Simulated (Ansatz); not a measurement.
Mulliken charges of CH4BNSi (`B[SiH2]C#N`) from r2SCAN/def2-TZVPP in Ansatz (PBE0-D4/def2-TZVP geometry).

```json
{"atom": "B1", "x (Å)": "-1.134", "y (Å)": "0.899", "z (Å)": "-0.416", "charge (e)": "-0.015"}
{"atom": "Si2", "x (Å)": "0.277", "y (Å)": "-0.111", "z (Å)": "0.594", "charge (e)": "0.308"}
{"atom": "C3", "x (Å)": "1.284", "y (Å)": "-1.213", "z (Å)": "-0.503", "charge (e)": "-0.212"}
{"atom": "N4", "x (Å)": "1.894", "y (Å)": "-1.889", "z (Å)": "-1.208", "charge (e)": "-0.067"}
{"atom": "H5", "x (Å)": "-1.293", "y (Å)": "0.790", "z (Å)": "-1.592", "charge (e)": "0.047"}
{"atom": "H6", "x (Å)": "-1.843", "y (Å)": "1.640", "z (Å)": "0.196", "charge (e)": "0.026"}
{"atom": "H7", "x (Å)": "-0.329", "y (Å)": "-0.991", "z (Å)": "1.627", "charge (e)": "-0.044"}
{"atom": "H8", "x (Å)": "1.237", "y (Å)": "0.818", "z (Å)": "1.246", "charge (e)": "-0.044"}
```

Q: By hand: the dipole of these point charges (1 e Å = 4.8032 D).

A: Σ q r = (-0.445, 0.423, 0.181) e Å, of length 0.640 e Å = 3.07 D.

Q: How does the dipole of the full density compare? (An estimate is asked.)

A: Ansatz gave: (-0.483, 0.498, 0.381) e Å, 3.80 D; the point charges give 0.81 times that, at 13° from its direction.

Point charges leave out the atoms' own dipoles, such as those of lone pairs, and Mulliken's split depends on the basis, so the two needn't agree.
